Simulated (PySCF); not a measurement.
Computed IR spectrum (relative IR intensity) of a molecule C3H9N. Geometry optimised at B3LYP-D3(BJ)/def2-SVP. The values are those of a single conformer. All values below come from B3LYP-D3(BJ)/def2-SVP in PySCF. Harmonic, unscaled wavenumbers; measured fundamentals usually lie a few per cent lower.

```json
[
 {"ν (cm⁻¹)": "758", "relative intensity": "75"},
 {"ν (cm⁻¹)": "1038", "relative intensity": "7.6"},
 {"ν (cm⁻¹)": "1056", "relative intensity": "3.6"},
 {"ν (cm⁻¹)": "1108", "relative intensity": "2.5"},
 {"ν (cm⁻¹)": "1164", "relative intensity": "13"},
 {"ν (cm⁻¹)": "1197", "relative intensity": "25"},
 {"ν (cm⁻¹)": "1236", "relative intensity": "4.1"},
 {"ν (cm⁻¹)": "1296", "relative intensity": "4.1"},
 {"ν (cm⁻¹)": "1371", "relative intensity": "6.6"},
 {"ν (cm⁻¹)": "1405", "relative intensity": "13"},
 {"ν (cm⁻¹)": "1458", "relative intensity": "9.5"},
 {"ν (cm⁻¹)": "1463", "relative intensity": "4.9"},
 {"ν (cm⁻¹)": "1474", "relative intensity": "3.4"},
 {"ν (cm⁻¹)": "1504", "relative intensity": "19"},
 {"ν (cm⁻¹)": "2892", "relative intensity": "65"},
 {"ν (cm⁻¹)": "2916", "relative intensity": "100"},
 {"ν (cm⁻¹)": "3024", "relative intensity": "9.5"},
 {"ν (cm⁻¹)": "3029", "relative intensity": "30"},
 {"ν (cm⁻¹)": "3047", "relative intensity": "31"},
 {"ν (cm⁻¹)": "3102", "relative intensity": "47"},
 {"ν (cm⁻¹)": "3125", "relative intensity": "17"}
]
```

Task: Which structure fits?
(A) CCCN
(B) CC(C)N
(C) CCNC
(D) CN(C)C

Result: C, CCNC
